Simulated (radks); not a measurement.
The numbers below are computed, except where a source is named.
Task: The mean radii <r> (bohr) of the occupied orbitals of an atom or ion are listed with their occupations. Code: a radial shooting solver on a logarithmic mesh with Libxc functionals. Model: non-relativistic Kohn-Sham, LDA (Slater exchange, Perdew-Wang correlation), spin-unpolarised, spherical densities, point nucleus.

| orbital | occ. | <r> |
|---|---|---|
| 1s | 2 | 0.01942 |
| 2s | 2 | 0.08182 |
| 2p | 6 | 0.06914 |
| 3s | 2 | 0.2045 |
| 3p | 6 | 0.1947 |
| 3d | 10 | 0.1699 |
| 4s | 2 | 0.4100 |
| 4p | 6 | 0.4069 |
| 4d | 4 | 0.3956 |

Name the element and its charge.

Result: Z = 78, platinum, charge +38: Pt38+ in [Kr] 4d4. The 1s radius gives Z: for a bare nucleus <r> = 1.5/Z, 0.01923 bohr for Z = 78, and screening makes it slightly larger (0.01942 here). The occupations add up to 40, and the charge is Z minus that.
